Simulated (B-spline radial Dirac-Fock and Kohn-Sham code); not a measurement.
**Dipole and non-dipole photoemission parameters of Br 3d5/2**

System: neutral bromine, [Ar] 3d10 4s2 4p5; threshold 69.00 eV (tabulated edge). The computed values come from a radial finite-basis atomic code: Dirac-Hartree-Slater photoionisation with a Latter tail; cross sections with all multipoles, angular parameters from the dipole term and its interference with E2.

The run's input, task.json:

```json
{"items": [{
  "Z": 35,
  "q": 0,
  "cfg": [[1, 0, 2], [2, 0, 2], [2, 1, 6], [3, 0, 2], [3, 1, 6], [3, 2, 10], [4, 0, 2], [4, 1, 5]],
  "A": 79,
  "rrms": 4.1629,
  "do": "xps",
  "hv": [60, 65.3, 70.8, 80, 84.0, 85.2, 173.0, 178.0, 278.0, 332.0, 410.0, 447.0, 600, 710.0, 800, 921.0, 1000, 1486.9, 1750.0, 2260.0, 2370.0, 2930.0, 4000, 4930.0, 5460.0, 5640.0, 7890.0, 8047.8, 10400.0, 13400.0],
  "edges": {"K": 13474.0, "L1": 1782.0, "L2": 1596.0, "L3": 1550.0, "M1": 257.0, "M2": 189.0, "M3": 182.0, "M4": 70.0, "M5": 69.0}
}]}
```

Run with: `python xray2_run.py task.json out`

| hν (eV) | σ (kb) | β | γ | δ |
| --- | --- | --- | --- | --- |
| 80 | 543 | 0.840 | 0.008 | 0.005 |
| 84 | 724 | 0.536 | 0.006 | 0.005 |
| 85.2 | 794 | 0.449 | 0.005 | 0.005 |
| 173 | 3420 | 0.526 | -0.009 | 0.015 |
| 178 | 3360 | 0.558 | -0.008 | 0.015 |
| 278 | ? | ? | ? | ? |
| 332 | 1380 | 1.038 | 0.036 | 0.026 |
| 410 | 884 | 1.126 | 0.068 | 0.030 |
| 447 | 724 | 1.153 | 0.085 | 0.032 |
| 600 | 347 | 1.209 | 0.156 | 0.040 |
| 710 | 220 | 1.217 | 0.207 | 0.045 |
| 800 | 156 | 1.214 | 0.248 | 0.049 |
| 921 | 103 | 1.202 | 0.301 | 0.054 |
| 1000 | 80.1 | 1.191 | 0.334 | 0.058 |
| 1486.9 | 22.6 | 1.100 | 0.509 | 0.081 |
| 1750 | 13.1 | 1.050 | 0.585 | 0.094 |
| 2260 | 5.41 | 0.961 | 0.705 | 0.120 |
| 2370 | 4.57 | 0.944 | 0.727 | 0.125 |
| 2930 | 2.12 | 0.864 | 0.821 | 0.153 |
| 4000 | 0.662 | 0.747 | 0.950 | 0.205 |
| 4930 | 0.296 | 0.672 | 1.030 | 0.249 |
| 5460 | 0.198 | 0.637 | 1.066 | 0.273 |
| 5640 | 0.174 | 0.626 | 1.078 | 0.281 |
| 7890 | 0.0450 | 0.518 | 1.189 | 0.375 |
| 8047.8 | 0.0415 | 0.511 | 1.195 | 0.381 |
| 10400 | 0.0143 | 0.434 | 1.261 | 0.471 |
| 13400 | 0.00485 | 0.362 | 1.296 | 0.574 |

Problem. Give the values at 278 eV.

Solution. σ = 1930 kb, β = 0.937, γ = 0.016, δ = 0.022.
